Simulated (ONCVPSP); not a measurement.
## Potentials for Al (Z = 13) compared

Generated with ld1.x 7.5 (TM, RRKJ, ultrasoft, PAW), atompaw 4.2 or ONCVPSP 4.0.1. The cutoff is in Ry: for ld1.x and atompaw files where the sum of valence levels is converged to 10 mRy in a Bessel basis, for ONCV files where the hardest occupied wave has 1 mHa per electron of residual kinetic energy. The error is the largest all-electron minus pseudo excitation energy over each file’s own four to seven test configurations (ionisations up to +4, promotions, holes and added fractions of an electron), all of which were solved. The labels leave out finer settings (local radius, basis sizes, second energies), which also bear on the numbers. Spin-polarised tests are not counted. The rows are a selection from randomly drawn settings: files with unsolved tests, undetermined cutoffs or missed reference levels are left out.

A true bound ghost makes a file unfit for plane-wave use even where its test errors are small: the radial tests pick states by their node count and pass the ghost by.

```csv
potential,cutoff (Ry),largest error (meV),bound ghosts
"ONCV, PBEsol, scalar-relativistic, rc 1.30/1.15/1.30 (spd), local smoothed, core correction yes, reference 2s2 2p6 3s2 3p0.5, qcut 10.9/14.7/7.4, projectors 2/2/3",144,-1.2,d
"ONCV, PBE, scalar-relativistic, rc 2.00/2.60 (sp), local smoothed, core correction no, reference 3s2 3p1, qcut 3.2/3.7, projectors 1/1",10,+21,none
"ONCV, PBE, scalar-relativistic, rc 1.80/1.80 (sp), local p, core correction yes, reference 3s1.5, qcut 3.2/4.9, projectors 1/0",13,+116,none
```

**Question.** Fill in the row for Al: ONCV, PBE, scalar-relativistic, rc 1.80/2.85 (sp), local smoothed, core correction no, reference 3s2 3p1, qcut 4.5/2.3, projectors 2/2.

**Answer.** cutoff 11 Ry, largest error +12 meV, bound ghosts: s.

**Question.** Fill in the row for Al: ONCV, PBE, scalar-relativistic, rc 1.70/2.45 (sp), local s, core correction no, reference 3s2 3p1, qcut 4.1/4, projectors 0/2.

**Answer.** cutoff 11 Ry, largest error +20 meV, bound ghosts: none.

**Question.** Fill in the row for Al: ONCV, PW91, scalar-relativistic, rc 1.55/2.20 (sp), local smoothed, core correction yes, reference 3s2 3p1, qcut 5.4/4.1, projectors 1/1.

**Answer.** cutoff 11 Ry, largest error +16 meV, bound ghosts: none.
